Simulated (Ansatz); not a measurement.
Geometry optimisation of `C[Si](C)(C)C#Cc1sc(-c2sc(-c3sc(-c4sc(C#C[Si](C)(C)C)c5c4OCCO5)c4c3OCCO4)c3c2OCCO3)c2c1OCCO2`.

```yaml
crystal:
  periodic: [false, false, false]
  atoms:
    - {symbol: C, position_ang: [-11.949360, 1.111660, 0.014360]}
    - {symbol: Si, position_ang: [-11.119290, 0.481370, 1.612600]}
    - {symbol: C, position_ang: [-11.251240, 1.808040, 2.974930]}
    - {symbol: C, position_ang: [-11.896100, -1.153000, 2.214310]}
    - {symbol: C, position_ang: [-9.339900, 0.186120, 1.180500]}
    - {symbol: C, position_ang: [-8.223640, 0.046360, 0.729500]}
    - {symbol: C, position_ang: [-6.965480, -0.094610, 0.150240]}
    - {symbol: S, position_ang: [-5.488050, -0.320130, 1.051040]}
    - {symbol: C, position_ang: [-4.530130, -0.349860, -0.402590]}
    - {symbol: C, position_ang: [-3.111330, -0.483150, -0.389440]}
    - {symbol: S, position_ang: [-2.134770, 0.074840, 0.950480]}
    - {symbol: C, position_ang: [-0.660580, -0.255920, 0.093390]}
    - {symbol: C, position_ang: [0.640470, 0.007430, 0.586820]}
    - {symbol: S, position_ang: [1.995760, -0.028400, -0.503480]}
    - {symbol: C, position_ang: [3.112970, 0.329700, 0.784100]}
    - {symbol: C, position_ang: [4.498520, 0.413720, 0.496950]}
    - {symbol: S, position_ang: [5.757350, 0.460370, 1.692240]}
    - {symbol: C, position_ang: [7.003250, 0.446740, 0.458660]}
    - {symbol: C, position_ang: [8.359160, 0.349070, 0.756500]}
    - {symbol: C, position_ang: [9.542230, 0.206560, 0.983870]}
    - {symbol: Si, position_ang: [11.338850, -0.193790, 1.208940]}
    - {symbol: C, position_ang: [11.531080, -1.233900, 2.796160]}
    - {symbol: C, position_ang: [12.353500, 1.414450, 1.350700]}
    - {symbol: C, position_ang: [11.906460, -1.212930, -0.302780]}
    - {symbol: C, position_ang: [6.442590, 0.437950, -0.802930]}
    - {symbol: C, position_ang: [5.034800, 0.418970, -0.775560]}
    - {symbol: O, position_ang: [4.264470, 0.405110, -1.903520]}
    - {symbol: C, position_ang: [5.003460, 0.796510, -3.041740]}
    - {symbol: C, position_ang: [6.356420, 0.079460, -3.081930]}
    - {symbol: O, position_ang: [7.156280, 0.428390, -1.968320]}
    - {symbol: C, position_ang: [2.447910, 0.453360, 1.988580]}
    - {symbol: C, position_ang: [1.051840, 0.295750, 1.872480]}
    - {symbol: O, position_ang: [0.198330, 0.414730, 2.932210]}
    - {symbol: C, position_ang: [0.826190, 1.032090, 4.038190]}
    - {symbol: C, position_ang: [2.217020, 0.437830, 4.280050]}
    - {symbol: O, position_ang: [3.071150, 0.692760, 3.181520]}
    - {symbol: C, position_ang: [-0.933100, -0.796240, -1.146130]}
    - {symbol: C, position_ang: [-2.308040, -0.950900, -1.411160]}
    - {symbol: O, position_ang: [-2.760290, -1.549080, -2.550610]}
    - {symbol: C, position_ang: [-1.773600, -1.561660, -3.560620]}
    - {symbol: C, position_ang: [-0.430930, -2.051560, -3.010760]}
    - {symbol: O, position_ang: [0.048930, -1.165770, -2.019470]}
    - {symbol: C, position_ang: [-5.332380, -0.174030, -1.513700]}
    - {symbol: C, position_ang: [-6.704610, -0.051120, -1.202730]}
    - {symbol: O, position_ang: [-7.673050, 0.106360, -2.153170]}
    - {symbol: C, position_ang: [-7.187260, -0.178450, -3.448600]}
    - {symbol: C, position_ang: [-5.826400, 0.484240, -3.666620]}
    - {symbol: O, position_ang: [-4.857620, -0.048230, -2.787900]}
    - {symbol: H, position_ang: [-11.796980, 0.421270, -0.809370]}
    - {symbol: H, position_ang: [-13.019370, 1.247750, 0.140530]}
    - {symbol: H, position_ang: [-11.527480, 2.066750, -0.283920]}
    - {symbol: H, position_ang: [-10.836690, 2.755030, 2.643180]}
    - {symbol: H, position_ang: [-12.286540, 1.981180, 3.255890]}
    - {symbol: H, position_ang: [-10.712200, 1.509480, 3.868420]}
    - {symbol: H, position_ang: [-11.402490, -1.510480, 3.113110]}
    - {symbol: H, position_ang: [-12.950790, -1.030750, 2.444660]}
    - {symbol: H, position_ang: [-11.810390, -1.931760, 1.462680]}
    - {symbol: H, position_ang: [12.558980, -1.558730, 2.932610]}
    - {symbol: H, position_ang: [11.244380, -0.665620, 3.675600]}
    - {symbol: H, position_ang: [10.906590, -2.121620, 2.764420]}
    - {symbol: H, position_ang: [13.411320, 1.203630, 1.481970]}
    - {symbol: H, position_ang: [12.246900, 2.029140, 0.462120]}
    - {symbol: H, position_ang: [12.030330, 2.008400, 2.200090]}
    - {symbol: H, position_ang: [12.946000, -1.517170, -0.212630]}
    - {symbol: H, position_ang: [11.808860, -0.644710, -1.222920]}
    - {symbol: H, position_ang: [11.308130, -2.112910, -0.411270]}
    - {symbol: H, position_ang: [5.171440, 1.882570, -3.026840]}
    - {symbol: H, position_ang: [4.392310, 0.529830, -3.904580]}
    - {symbol: H, position_ang: [6.189020, -1.006550, -3.098060]}
    - {symbol: H, position_ang: [6.923160, 0.374530, -3.966380]}
    - {symbol: H, position_ang: [0.173380, 0.860310, 4.894270]}
    - {symbol: H, position_ang: [0.921420, 2.111680, 3.857390]}
    - {symbol: H, position_ang: [2.691680, 0.896090, 5.149110]}
    - {symbol: H, position_ang: [2.125580, -0.646070, 4.436600]}
    - {symbol: H, position_ang: [-1.645520, -0.550190, -3.967770]}
    - {symbol: H, position_ang: [-2.141300, -2.230020, -4.339270]}
    - {symbol: H, position_ang: [-0.555410, -3.055900, -2.582510]}
    - {symbol: H, position_ang: [0.332090, -2.075630, -3.790480]}
    - {symbol: H, position_ang: [-7.929610, 0.210020, -4.146910]}
    - {symbol: H, position_ang: [-7.086510, -1.264180, -3.582910]}
    - {symbol: H, position_ang: [-5.925310, 1.565150, -3.495400]}
    - {symbol: H, position_ang: [-5.456810, 0.302270, -4.677010]}
basis:
  gaussian: {orbitals: def2-SVP, fitting: {mean_field: def2-universal-jkfit}}
hamiltonian: {xc: pbe, dispersion: d4}
scf: {lower_state_search: "off"}
output: {orbitals: {seedname: orbitals}}
relax: {f_tol: 0.03, max_steps: 70}
```

```sh
$ ansatz run in.yaml --threads 4 --pin off --events-out ev --progress --plain --max-ram 66560MiB --backend cuda --devices 0, --max-vram 37GiB
```

Shortened log:

```
Functional definition: PBE
mean field -111136.05435784 eV, -4084.1746669272 hartree, gradient 3.2e-6 eV, S^2 0.000000; 0 other end points of the search recorded, 0 dependent functions left out
relax step   1: F+E_penalty+E_count = -111139.56721002 eV  Δ(F+E_penalty+E_count) = +0.000e0 eV  max|allowed force component| = 2.826e0 eV/Å  Δτ_max = 0.0000 Å  (25 SCF iters, accepted)
mean field -111136.61950839 eV, -4084.1954358271 hartree, gradient 2.4e-6 eV, S^2 0.000000; 0 other end points of the search recorded, 0 dependent functions left out
relax step   2: F+E_penalty+E_count = -111140.09719933 eV  Δ(F+E_penalty+E_count) = -5.300e-1 eV  max|allowed force component| = 3.783e-1 eV/Å  Δτ_max = 0.1243 Å  (21 SCF iters, accepted)
mean field -111136.70991358 eV, -4084.1987581564 hartree, gradient 2.9e-6 eV, S^2 0.000000; 0 other end points of the search recorded, 0 dependent functions left out
relax step   3: F+E_penalty+E_count = -111140.17032500 eV  Δ(F+E_penalty+E_count) = -7.313e-2 eV  max|allowed force component| = 1.178e-1 eV/Å  Δτ_max = 0.1165 Å  (21 SCF iters, accepted)
mean field -111136.73026142 eV, -4084.1995059258 hartree, gradient 2.5e-6 eV, S^2 0.000000; 0 other end points of the search recorded, 0 dependent functions left out
relax step   4: F+E_penalty+E_count = -111140.18647409 eV  Δ(F+E_penalty+E_count) = -1.615e-2 eV  max|allowed force component| = 1.068e-1 eV/Å  Δτ_max = 0.0840 Å  (21 SCF iters, accepted)
mean field -111136.75088857 eV, -4084.2002639594 hartree, gradient 2.3e-6 eV, S^2 0.000000; 0 other end points of the search recorded, 0 dependent functions left out
relax step   5: F+E_penalty+E_count = -111140.20481130 eV  Δ(F+E_penalty+E_count) = -1.834e-2 eV  max|allowed force component| = 1.525e-1 eV/Å  Δτ_max = 0.1062 Å  (21 SCF iters, accepted)
mean field -111136.77141352 eV, -4084.2010182377 hartree, gradient 2.2e-6 eV, S^2 0.000000; 0 other end points of the search recorded, 0 dependent functions left out
relax step   6: F+E_penalty+E_count = -111140.22444231 eV  Δ(F+E_penalty+E_count) = -1.963e-2 eV  max|allowed force component| = 1.423e-1 eV/Å  Δτ_max = 0.1677 Å  (21 SCF iters, accepted)
mean field -111136.78694113 eV, -4084.2015888665 hartree, gradient 2.0e-6 eV, S^2 0.000000; 0 other end points of the search recorded, 0 dependent functions left out
relax step   7: F+E_penalty+E_count = -111140.23912561 eV  Δ(F+E_penalty+E_count) = -1.468e-2 eV  max|allowed force component| = 1.166e-1 eV/Å  Δτ_max = 0.1572 Å  (21 SCF iters, accepted)
mean field -111136.80318724 eV, -4084.2021859001 hartree, gradient 2.4e-6 eV, S^2 0.000000; 0 other end points of the search recorded, 0 dependent functions left out
relax step   8: F+E_penalty+E_count = -111140.25350837 eV  Δ(F+E_penalty+E_count) = -1.438e-2 eV  max|allowed force component| = 1.037e-1 eV/Å  Δτ_max = 0.1917 Å  (21 SCF iters, accepted)
mean field -111136.81651978 eV, -4084.2026758619 hartree, gradient 1.8e-6 eV, S^2 0.000000; 0 other end points of the search recorded, 0 dependent functions left out
relax step   9: F+E_penalty+E_count = -111140.26511961 eV  Δ(F+E_penalty+E_count) = -1.161e-2 eV  max|allowed force component| = 1.188e-1 eV/Å  Δτ_max = 0.1717 Å  (21 SCF iters, accepted)
mean field -111136.83027063 eV, -4084.2031811963 hartree, gradient 2.3e-6 eV, S^2 0.000000; 0 other end points of the search recorded, 0 dependent functions left out
relax step  10: F+E_penalty+E_count = -111140.27785509 eV  Δ(F+E_penalty+E_count) = -1.274e-2 eV  max|allowed force component| = 1.341e-1 eV/Å  Δτ_max = 0.1409 Å  (21 SCF iters, accepted)
mean field -111136.84610045 eV, -4084.2037629317 hartree, gradient 2.3e-6 eV, S^2 0.000000; 0 other end points of the search recorded, 0 dependent functions left out
relax step  11: F+E_penalty+E_count = -111140.29294542 eV  Δ(F+E_penalty+E_count) = -1.509e-2 eV  max|allowed force component| = 1.624e-1 eV/Å  Δτ_max = 0.1927 Å  (21 SCF iters, accepted)
mean field -111136.85690080 eV, -4084.2041598371 hartree, gradient 2.2e-6 eV, S^2 0.000000; 0 other end points of the search recorded, 0 dependent functions left out
relax step  12: F+E_penalty+E_count = -111140.30295852 eV  Δ(F+E_penalty+E_count) = -1.001e-2 eV  max|allowed force component| = 1.777e-1 eV/Å  Δτ_max = 0.1941 Å  (21 SCF iters, accepted)
mean field -111136.86579092 eV, -4084.2044865431 hartree, gradient 2.3e-6 eV, S^2 0.000000; 0 other end points of the search recorded, 0 dependent functions left out
relax step  13: F+E_penalty+E_count = -111140.31233124 eV  Δ(F+E_penalty+E_count) = -9.373e-3 eV  max|allowed force component| = 1.585e-1 eV/Å  Δτ_max = 0.1305 Å  (21 SCF iters, accepted)
mean field -111136.87292433 eV, -4084.2047486909 hartree, gradient 1.7e-6 eV, S^2 0.000000; 0 other end points of the search recorded, 0 dependent functions left out
relax step  14: F+E_penalty+E_count = -111140.32115899 eV  Δ(F+E_penalty+E_count) = -8.828e-3 eV  max|allowed force component| = 1.469e-1 eV/Å  Δτ_max = 0.1367 Å  (21 SCF iters, accepted)
mean field -111136.88104994 eV, -4084.2050473018 hartree, gradient 2.8e-6 eV, S^2 0.000000; 0 other end points of the search recorded, 0 dependent functions left out
relax step  15: F+E_penalty+E_count = -111140.33106207 eV  Δ(F+E_penalty+E_count) = -9.903e-3 eV  max|allowed force component| = 1.236e-1 eV/Å  Δτ_max = 0.1911 Å  (20 SCF iters, accepted)
mean field -111136.88588330 eV, -4084.2052249244 hartree, gradient 1.6e-6 eV, S^2 0.000000; 0 other end points of the search recorded, 0 dependent functions left out
relax step  16: F+E_penalty+E_count = -111140.33634113 eV  Δ(F+E_penalty+E_count) = -5.279e-3 eV  max|allowed force component| = 7.195e-2 eV/Å  Δτ_max = 0.1409 Å  (21 SCF iters, accepted)
mean field -111136.89055628 eV, -4084.2053966534 hartree, gradient 2.6e-6 eV, S^2 0.000000; 0 other end points of the search recorded, 0 dependent functions left out
relax step  17: F+E_penalty+E_count = -111140.34059488 eV  Δ(F+E_penalty+E_count) = -4.254e-3 eV  max|allowed force component| = 5.841e-2 eV/Å  Δτ_max = 0.1955 Å  (20 SCF iters, accepted)
mean field -111136.89250756 eV, -4084.2054683616 hartree, gradient 1.5e-6 eV, S^2 0.000000; 0 other end points of the search recorded, 0 dependent functions left out
relax step  18: F+E_penalty+E_count = -111140.34232552 eV  Δ(F+E_penalty+E_count) = -1.731e-3 eV  max|allowed force component| = 5.122e-2 eV/Å  Δτ_max = 0.1292 Å  (21 SCF iters, accepted)
mean field -111136.89366463 eV, -4084.2055108830 hartree, gradient 1.1e-6 eV, S^2 0.000000; 0 other end points of the search recorded, 0 dependent functions left out
relax step  19: F+E_penalty+E_count = -111140.34340940 eV  Δ(F+E_penalty+E_count) = -1.084e-3 eV  max|allowed force component| = 4.133e-2 eV/Å  Δτ_max = 0.0738 Å  (22 SCF iters, accepted)
mean field -111136.89423191 eV, -4084.2055317302 hartree, gradient 2.2e-6 eV, S^2 0.000000; 0 other end points of the search recorded, 0 dependent functions left out
relax step  20: F+E_penalty+E_count = -111140.34406697 eV  Δ(F+E_penalty+E_count) = -6.576e-4 eV  max|allowed force component| = 2.308e-2 eV/Å  Δτ_max = 0.0586 Å  (22 SCF iters, accepted)
mean field -111136.89427380 eV, -4084.2055332697 hartree, gradient 2.1e-6 eV, S^2 0.000000; 0 other end points of the search recorded, 0 dependent functions left out
relax step  21: F+E_penalty+E_count = -111140.34428872 eV  Δ(F+E_penalty+E_count) = -2.217e-4 eV  max|allowed force component| = 1.840e-2 eV/Å  Δτ_max = 0.0308 Å  (22 SCF iters, accepted)
Total energy: -111140.34443002 eV, -4084.3323241720 hartree
Atom 0 at   -12.113894     0.778263     1.471301 Å, force     0.002277    -0.001283     0.007248 eV/Å
Atom 1 at   -10.648121     0.194012     2.515428 Å, force    -0.001273     0.003920    -0.003790 eV/Å
Atom 2 at   -10.351267     1.385932     3.955261 Å, force     0.002640    -0.001390     0.001956 eV/Å
Atom 3 at   -10.967058    -1.549931     3.177079 Å, force    -0.000089    -0.002908     0.002714 eV/Å
Atom 4 at    -9.151613     0.167132     1.441131 Å, force    -0.009310    -0.000365     0.009740 eV/Å
Atom 5 at    -8.152566     0.157434     0.707489 Å, force     0.004290    -0.000136    -0.009871 eV/Å
Atom 6 at    -7.019542     0.144501    -0.115995 Å, force     0.016063     0.010102     0.012864 eV/Å
Atom 7 at    -5.427226    -0.302718     0.494291 Å, force    -0.010900    -0.010562    -0.014749 eV/Å
Atom 8 at    -4.660149    -0.043315    -1.063699 Å, force    -0.003106     0.010136     0.010638 eV/Å
Atom 9 at    -3.240796    -0.202426    -1.217281 Å, force     0.001212     0.006097     0.003151 eV/Å
Atom 10 at    -2.152772     0.191433     0.109545 Å, force    -0.002549    -0.004122    -0.000460 eV/Å
Atom 11 at    -0.723016    -0.238255    -0.822987 Å, force     0.003185     0.001794     0.002085 eV/Å
Atom 12 at     0.600188    -0.148914    -0.287708 Å, force     0.007995    -0.005314    -0.003714 eV/Å
Atom 13 at     2.037196    -0.523296    -1.238128 Å, force    -0.004247     0.011271     0.005034 eV/Å
Atom 14 at     3.117352    -0.139072     0.102264 Å, force    -0.004266    -0.004009     0.001270 eV/Å
Atom 15 at     4.541044    -0.232562    -0.002460 Å, force    -0.010477     0.003089     0.004496 eV/Å
Atom 16 at     5.616633     0.178783     1.325250 Å, force     0.003004    -0.002731     0.009906 eV/Å
Atom 17 at     7.061058    -0.176430     0.373224 Å, force     0.000953     0.010526     0.018397 eV/Å
Atom 18 at     8.344086    -0.032291     0.914686 Å, force    -0.003802    -0.000479    -0.010787 eV/Å
Atom 19 at     9.473470     0.102937     1.408217 Å, force     0.011605     0.002396     0.014607 eV/Å
Atom 20 at    11.149423     0.313860     2.141860 Å, force     0.002565    -0.005324    -0.008939 eV/Å
Atom 21 at    11.176962    -0.509113     3.845988 Å, force     0.000160     0.001639     0.003022 eV/Å
Atom 22 at    11.524492     2.161387     2.313111 Å, force    -0.002204     0.003134     0.001433 eV/Å
Atom 23 at    12.412867    -0.504266     0.994993 Å, force    -0.002780     0.006456     0.009440 eV/Å
Atom 24 at     6.697441    -0.597988    -0.910520 Å, force    -0.004627    -0.001652    -0.001765 eV/Å
Atom 25 at     5.290945    -0.625924    -1.115927 Å, force     0.000737     0.001930     0.007479 eV/Å
Atom 26 at     4.722113    -0.996414    -2.302153 Å, force    -0.010599    -0.004514    -0.001566 eV/Å
Atom 27 at     5.665948    -0.972675    -3.375433 Å, force     0.001568    -0.003340    -0.007791 eV/Å
Atom 28 at     6.971035    -1.641611    -2.961179 Å, force     0.002258    -0.000167    -0.004776 eV/Å
Atom 29 at     7.589935    -0.944033    -1.877112 Å, force     0.009611    -0.001038    -0.003651 eV/Å
Atom 30 at     2.371525     0.248755     1.219210 Å, force     0.003026    -0.000173    -0.002408 eV/Å
Atom 31 at     0.969953     0.244209     1.001789 Å, force    -0.001682     0.000466    -0.002294 eV/Å
Atom 32 at     0.069777     0.596929     1.966021 Å, force    -0.004302     0.001722     0.003572 eV/Å
Atom 33 at     0.687843     1.293927     3.052414 Å, force    -0.001847     0.000955    -0.003759 eV/Å
Atom 34 at     1.978082     0.602938     3.478339 Å, force     0.009359     0.000336    -0.008261 eV/Å
Atom 35 at     2.933504     0.602600     2.411887 Å, force    -0.006044    -0.000901     0.005464 eV/Å
Atom 36 at    -1.104956    -0.643140    -2.104946 Å, force     0.004758     0.002102     0.006794 eV/Å
Atom 37 at    -2.512061    -0.637181    -2.325915 Å, force    -0.004066    -0.001397    -0.004444 eV/Å
Atom 38 at    -3.067274    -1.071154    -3.492286 Å, force    -0.003330    -0.000202     0.001434 eV/Å
Atom 39 at    -2.118363    -1.106054    -4.558051 Å, force     0.000707    -0.000411    -0.000555 eV/Å
Atom 40 at    -0.820899    -1.772199    -4.115036 Å, force    -0.002232    -0.003911    -0.006218 eV/Å
Atom 41 at    -0.205461    -1.033887    -3.056269 Å, force     0.003101     0.001665     0.002924 eV/Å
Atom 42 at    -5.610303     0.355909    -2.008298 Å, force    -0.000791    -0.002888     0.002707 eV/Å
Atom 43 at    -6.933627     0.446451    -1.479662 Å, force    -0.003919    -0.001760    -0.007746 eV/Å
Atom 44 at    -8.003453     0.826016    -2.228721 Å, force     0.003907    -0.004508    -0.005611 eV/Å
Atom 45 at    -7.718837     0.808278    -3.630322 Å, force    -0.008561    -0.003376     0.007609 eV/Å
Atom 46 at    -6.362262     1.437461    -3.916098 Å, force     0.011492    -0.003116     0.002639 eV/Å
Atom 47 at    -5.311905     0.693278    -3.296333 Å, force    -0.003721     0.004044    -0.007011 eV/Å
Atom 48 at   -12.286936     0.095621     0.614969 Å, force     0.000580     0.000306    -0.002530 eV/Å
Atom 49 at   -13.040338     0.809423     2.081815 Å, force    -0.000395    -0.000270    -0.000256 eV/Å
Atom 50 at   -11.931639     1.794562     1.067221 Å, force     0.000770    -0.001274    -0.001790 eV/Å
Atom 51 at   -10.153750     2.412461     3.585449 Å, force    -0.000728    -0.001875     0.000745 eV/Å
Atom 52 at   -11.236782     1.422524     4.623837 Å, force     0.001724    -0.000733    -0.003170 eV/Å
Atom 53 at    -9.477354     1.067341     4.559192 Å, force    -0.001896     0.001269    -0.001429 eV/Å
Atom 54 at   -10.102908    -1.912619     3.770013 Å, force    -0.001157     0.000199    -0.001443 eV/Å
Atom 55 at   -11.863775    -1.563896     3.831391 Å, force     0.001091     0.000573    -0.001662 eV/Å
Atom 56 at   -11.133693    -2.264761     2.345953 Å, force     0.000052     0.001030     0.001149 eV/Å
Atom 57 at    12.173148    -0.393083     4.321975 Å, force    -0.002100    -0.000519    -0.002099 eV/Å
Atom 58 at    10.420202    -0.054024     4.516954 Å, force     0.002129    -0.001597    -0.001149 eV/Å
Atom 59 at    10.954664    -1.592553     3.767088 Å, force     0.000608     0.001750    -0.000714 eV/Å
Atom 60 at    12.529565     2.320454     2.757012 Å, force    -0.001605    -0.002767    -0.001493 eV/Å
Atom 61 at    11.499049     2.663600     1.324754 Å, force     0.000828    -0.001696     0.002559 eV/Å
Atom 62 at    10.777351     2.657240     2.965723 Å, force     0.002274    -0.000685    -0.002136 eV/Å
Atom 63 at    13.439134    -0.393175     1.403049 Å, force     0.000091    -0.000700    -0.001549 eV/Å
Atom 64 at    12.389933    -0.042053    -0.012608 Å, force    -0.001060    -0.002037    -0.001130 eV/Å
Atom 65 at    12.201442    -1.586515     0.880057 Å, force    -0.001716    -0.001121    -0.002669 eV/Å
Atom 66 at     5.861417     0.080136    -3.683653 Å, force     0.000480     0.009303    -0.004427 eV/Å
Atom 67 at     5.198173    -1.511841    -4.221829 Å, force     0.001351    -0.001496    -0.006451 eV/Å
Atom 68 at     6.773542    -2.697853    -2.666271 Å, force     0.000248    -0.009591     0.001602 eV/Å
Atom 69 at     7.697951    -1.636165    -3.796431 Å, force     0.003084    -0.002475    -0.007864 eV/Å
Atom 70 at    -0.045981     1.303336     3.881563 Å, force     0.001107     0.000261    -0.000246 eV/Å
Atom 71 at     0.903540     2.344971     2.751669 Å, force     0.000116     0.000471    -0.000260 eV/Å
Atom 72 at     2.449628     1.136800     4.325993 Å, force    -0.000647     0.000642     0.000254 eV/Å
Atom 73 at     1.761557    -0.444955     3.789034 Å, force    -0.000706     0.000827     0.001257 eV/Å
Atom 74 at    -1.909358    -0.070328    -4.913452 Å, force    -0.000490     0.000595    -0.000773 eV/Å
Atom 75 at    -2.588323    -1.676439    -5.382961 Å, force     0.000562    -0.000624    -0.001753 eV/Å
Atom 76 at    -1.027935    -2.813905    -3.777440 Å, force    -0.000323    -0.000983     0.000629 eV/Å
Atom 77 at    -0.089188    -1.805502    -4.945741 Å, force    -0.000192    -0.000337    -0.000125 eV/Å
Atom 78 at    -8.531580     1.375154    -4.125021 Å, force     0.001888    -0.000339     0.000209 eV/Å
Atom 79 at    -7.734539    -0.241107    -4.005752 Å, force     0.000138     0.001841     0.000048 eV/Å
Atom 80 at    -6.351590     2.490199    -3.548558 Å, force    -0.000019    -0.000464    -0.000306 eV/Å
Atom 81 at    -6.150062     1.439376    -5.003272 Å, force    -0.001831     0.000713     0.000517 eV/Å
Dipole moment:    -0.140807    -0.009019    -1.057704 e Å
Checks for a lower state left out: stability, starts, cluster_reference, orbital_swaps, neighbouring_geometries, increment
```

Run time 1.9 min (4 threads of AMD EPYC 7R13 on a shared host and a share (37 GiB) of an NVIDIA H100 80GB HBM3), peak host memory 1.4 GiB.

Single mean-field runs in def2-SVP are fitted with def2-universal-jkfit.
